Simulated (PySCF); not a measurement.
Vertical excitations of a molecule CH7ClN2Si2 from TDDFT-CAM-B3LYP/def2-SVPD in PySCF, as energy in eV (oscillator strength): 6.36 (0.019), 6.39 (0.012), 6.57 (0.062), 6.64 (0.034), 6.70 (0.166), 6.82 (0.032), 7.03 (0.020), 7.15 (0.174), 7.42 (0.033), 7.66 (0.013). Lowest triplet (TDA): 5.59 eV. Geometry: B3LYP-D3(BJ)/def2-SVP. One conformer was computed; it need not be the lowest.

Question: Which molecule gave these data?
A) N[Si@]1(Cl)NC[SiH2]1
B) C[Si@H]1N[Si@@H](Cl)N1
C) Cl[Si@@H]1NC[SiH2]N1
D) N[Si@H]1CN[Si@H]1Cl

Answer: A, N[Si@]1(Cl)NC[SiH2]1
